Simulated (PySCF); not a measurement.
## How methods differ on the excitation energy of W²⁺

W²⁺ [Xe] 4f14 5d4 (5D) → W²⁺ [Xe] 4f14 5d3 6p1 (high-spin determinant), as a difference of total energies. All numbers are calculated (PySCF 2.14, scalar relativity through the core potential, in def2-QZVPPD with the def2 core potential (60 electrons) (7s6p4d3f2g, 84 functions)). Correlated levels: valence and next inner shell: nothing frozen outside the core potential. The calculations carry no spin-orbit coupling.

| method | excitation energy (eV) |
| --- | --- |
| UHF | 7.771 |
| MP2 (valence and next inner shell) | 8.075 |
| SCS-MP2 (valence and next inner shell) | 7.981 |
| CCSD (valence and next inner shell) | 7.983 |
| CCSD(T) (valence and next inner shell) | 7.963 |

**Question.** How much does correlation contribute at CCSD(T) (valence and next inner shell)?

**Answer.** 7.963 − (7.771) = 0.192 eV, measured against UHF.

The determinant of the upper state mixes LS terms, which raises its energy above the lowest term, most at the Hartree-Fock and MP2 levels.
